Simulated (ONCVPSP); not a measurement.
Sn (Z = 50): excitation energies, all-electron against ONCV

tin (Sn), optimised norm-conserving Vanderbilt (ONCV), made with ONCVPSP 4.0.1 (revPBE, scalar-relativistic). Core [Ar] 3d10, reference 4s2 4p6 4d10 5s2 5p2. Waves: 4s+5s: rc 1.20 bohr, ncon 4, nbas 7, qcut 8.5 1/bohr, 2 projectors; 4p+5p: rc 1.60 bohr, ncon 3, nbas 8, qcut 9.8 1/bohr, 2 projectors; 4d: rc 1.60 bohr, ncon 4, nbas 9, qcut 8.8 1/bohr, 2 projectors, debl 3.9 Ha. Local part: polynomial inside 1.15 bohr (lpopt 2, dvloc0 4 Ha). Core correction: polynomial model core, fcfact 0.4.

Energies are relative to the spin-unpolarised reference configuration 4s2 4p6 4d10 5s2 5p2; without spin polarisation the order of configurations can differ from experiment.

(1) Give the all-electron excitation energy and the error of the potential for: 4s2 4p6 4d10 5s2 5p1; 4s2 4p6 4d10 5s2 5p0; 4s2 4p6 4d10 5s1 5p0; 4s2 4p6 4d10 5s1 5p3.

Levels in the configuration 4s2 4p6 4d10 5s2 5p1:

```csv
level,all-electron (eV),pseudo (eV)
4s,-141.913,-141.920
4p,-97.675,-97.680
4d,-33.777,-33.778
5s,-17.719,-17.719
5p,-10.170,-10.170
```

Answers

(1)

```json
{"valence configuration": "4s2 4p6 4d10 5s2 5p1", "charge": "+1", "ΔE all-electron (eV)": "6.807", "error AE − PS (meV)": "-1.4"}
{"valence configuration": "4s2 4p6 4d10 5s2 5p0", "charge": "+2", "ΔE all-electron (eV)": "20.652", "error AE − PS (meV)": "-4.9"}
{"valence configuration": "4s2 4p6 4d10 5s1 5p0", "charge": "+3", "ΔE all-electron (eV)": "51.452", "error AE − PS (meV)": "-13"}
{"valence configuration": "4s2 4p6 4d10 5s1 5p3", "charge": "0", "ΔE all-electron (eV)": "6.957", "error AE − PS (meV)": "-0.6"}
```
